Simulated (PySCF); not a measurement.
Ce²¹⁺: ionisation energy

Ce²¹⁺ [Kr] 4d1 [4d3/2^1, M_J = 3/2] → Ce²²⁺ [Kr], as a difference of total energies. Computed with PySCF 2.14 in an uncontracted even-tempered set (18 s from 1.4 bohr⁻², ratio 2.8; 14 p from 1.8 bohr⁻², ratio 2.8; 9 d from 1.8 bohr⁻², ratio 2.8; 4 f from 6.4 bohr⁻², ratio 3), with the two-component X2C-1e Hamiltonian. Correlated levels: [Ar] 3d10 frozen; the 94 highest virtual spinors dropped. "Screened" scales the spin-orbit matrix elements by Boettger's factors to mimic the two-electron term; Breit and QED terms are absent.

```json
{"method": "GHF (screened spin-orbit)", "ionisation energy (eV)": "613.13"}
{"method": "GMP2 (screened spin-orbit)", "ionisation energy (eV)": "613.53"}
```

**Question.** How much does correlation contribute at GMP2 (screened spin-orbit)?

**Answer.** 613.53 − (613.13) = 0.40 eV, measured against GHF (screened spin-orbit).

Breit and QED terms and the two-electron picture change are absent.

For comparison: 613 ± 4 eV (theoretical estimate listed by NIST; NIST Atomic Spectra Database, ionization energies).
